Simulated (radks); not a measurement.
Question: C IV, 3 electrons, occupied as [He] 2s1. All-electron calculation, scalar-relativistic Kohn-Sham, exchange-only PBE, spin-polarised, spherical densities, point nucleus; open shells are filled with parallel spins first. Program: a radial shooting solver on a logarithmic mesh with Libxc functionals. Some entries of the table are withheld. Estimate them.

| orbital | occ. | eigenvalue (hartree) | r(max) (bohr) |
|---|---|---|---|
| 1s up | 1 | (1) | (2) |
| 1s down | 1 | (3) | (4) |
| 2s up | 1 | (5) | 1.075 |

Answer: 
(1) 1s up eigenvalue (hartree): -12.17614
(2) 1s up r(max) (bohr): 0.1735
(3) 1s down eigenvalue (hartree): -12.13322
(4) 1s down r(max) (bohr): 0.1737
(5) 2s up eigenvalue (hartree): -2.10531
